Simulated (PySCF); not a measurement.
Two species compared at the same levels of theory.

First species: C9H12O.
SMILES: `CCCOc1ccccc1`

Second species: C4H15NSi3.
Geometry (GFN2-xTB, Å), atoms numbered from 1 in this order:
```
atom  x, y, z in Å
C1    -3.2536   -0.0787    0.9560
C2    -2.6881   -0.0889   -0.2435
C3    -3.5119    0.0902   -1.4825
Si4   -0.8302   -0.3280   -0.5160
C5     0.0864   -0.4647    1.1357
Si6    1.9551   -0.7391    0.9985
N7     2.6158    0.6054    0.1364
Si8    4.2668    0.8966   -0.2858
H9    -4.3173    0.0574    1.0919
H10   -2.6798   -0.2044    1.8590
H11   -4.5676    0.2165   -1.2483
H12   -3.3974   -0.7740   -2.1352
H13   -3.1681    0.9624   -2.0365
H14   -0.3487    0.8288   -1.2931
H15   -0.6296   -1.5437   -1.3195
H16   -0.0993    0.4320    1.7266
H17   -0.3295   -1.2943    1.7052
H18    2.2521   -1.9841    0.2793
H19    2.5731   -0.8024    2.3315
H20    1.9511    1.2948   -0.1702
H21    4.2709    2.1531   -1.0364
H22    4.7689   -0.2117   -1.1016
H23    5.0762    1.0039    0.9314
```

Levels: PBE0/pcSseg-1 for dipole moment, HOMO energy, LUMO energy and HOMO–LUMO gap; GFN2-xTB for rotational constant A and rotational constant C. Geometries: GFN2-xTB. Each species is one conformer at its optimised geometry, gas phase, non-relativistic unless stated; the electronic structure was computed with PySCF and density fitting.

The conformers computed, where there is a choice (atom-mapped SMILES and torsion angles):
- `[CH3:1][CH2:2][CH2:3][O:4][c:5]1[cH:6][cH:7][cH:8][cH:9][cH:10]1`: C1–C2–C3–O4 180°, C2–C3–O4–C5 180°, C3–O4–C5–C6 180°
- `[CH2:1]=[C:2]([CH3:3])[SiH2:4][CH2:5][SiH2:6][NH:7][SiH3:8]`: C1–C2–Si4–C5 -3°, C2–Si4–C5–Si6 179°, Si4–C5–Si6–N7 60°, C5–Si6–N7–Si8 180°

(1) Which of the two has the higher HOMO–LUMO gap, and by how much?

(2) Which has the higher rotational constant A?

(3) Which of the two has the higher rotational constant C, and by how much?

(4) Which has the higher HOMO energy?

Answers

(1) The second: 7.18 eV against 6.31 eV, a difference of 0.87 eV.

(2) The first: 4.476 GHz against 2.873 GHz, a difference of 1.603 GHz.

(3) The first: 0.531 GHz against 0.370 GHz, a difference of 0.161 GHz.

(4) The first: -6.41 eV against -7.26 eV, a difference of 0.85 eV.

On the first: A dipole of 1.45 D is allowed in Cs, and pure rotational transitions are dipole-allowed. In atomic units the dipole is 0.57 e·bohr (1 au = 2.5417 D).

On the second: The dipole equals about 4.8 × 10⁻³⁰ C·m (1 D = 3.33564 × 10⁻³⁰ C·m). GFN2-xTB frequencies show an imaginary mode (86i cm⁻¹), so this geometry is no minimum at that level.
